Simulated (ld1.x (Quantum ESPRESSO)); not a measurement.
## Logarithmic derivatives: oxygen, PAW

oxygen, PAW, made with ld1.x (Quantum ESPRESSO) 7.5 (PBE, scalar-relativistic). Core [He], reference 2s1.75 2p4.25. Waves: 2s (bound): rcut 0.60, rcutus 0.70 bohr; 2s channel at 0.3 Ry: rcut 0.60, rcutus 0.70 bohr; 2p (bound): rcut 1.20, rcutus 1.35 bohr; 2p channel at 2.35 Ry: rcut 1.20, rcutus 1.35 bohr. Local part: all-electron potential smoothed inside 1.25 bohr (lloc = -1). Core correction: a·sin(br)/r model core inside 0.65 bohr. Augmentation charge: PSQ, inside the norm-conserving radii.

The phase is arctan(r·u′/u) with u = r·R(r), unwrapped; energies in Ry, scanned from -4 to 5 Ry. A pole is an energy at which the radial function vanishes at the test radius. The pseudo phase is shifted by a multiple of π to meet the all-electron one at the reference energy, and phase errors are pseudo minus all-electron; the curves can meet again beyond the range given. Levels narrower than the energy grid can be missing from the lists of poles.

```csv
channel,radius (bohr),reference energy (Ry),"poles, all-electron","poles, pseudo",unbroken range about the reference energy with phases within 0.05 rad,phase error 1 Ry above the reference energy (rad)
s,1.50,-1.77,0.13,0.13,the whole range,+0.000
p,1.50,-0.67,0.99,0.99,the whole range,+0.000
```

Phases in the s channel:

```
E (Ry)  all-electron  pseudo
 -4.00         1.011   1.011
 -3.76         0.954   0.954
 -3.52         0.879   0.879
 -3.28         0.777   0.777
 -3.04         0.634   0.634
 -2.80         0.429   0.428
 -2.56         0.139   0.138
 -2.32        -0.224  -0.225
 -2.08        -0.585  -0.585
 -1.84        -0.870  -0.870
 -1.60        -1.072  -1.072
 -1.36        -1.213  -1.213
 -1.12        -1.314  -1.314
 -0.88        -1.389  -1.389
 -0.64        -1.447  -1.447
 -0.40        -1.494  -1.494
 -0.16        -1.532  -1.532
  0.08        -1.565  -1.565
  0.32        -1.592  -1.592
  0.56        -1.617  -1.617
  0.80        -1.639  -1.639
  1.04        -1.660  -1.660
  1.28        -1.679  -1.679
  1.52        -1.697  -1.697
  1.76        -1.714  -1.714
  2.00        -1.731  -1.731
  2.24        -1.748  -1.748
  2.48        -1.764  -1.765
  2.72        -1.781  -1.781
  2.96        -1.799  -1.799
  3.20        -1.817  -1.817
  3.44        -1.835  -1.835
  3.68        -1.855  -1.855
  3.92        -1.876  -1.876
  4.16        -1.899  -1.899
  4.40        -1.924  -1.924
  4.64        -1.951  -1.951
  4.88        -1.981  -1.982
```
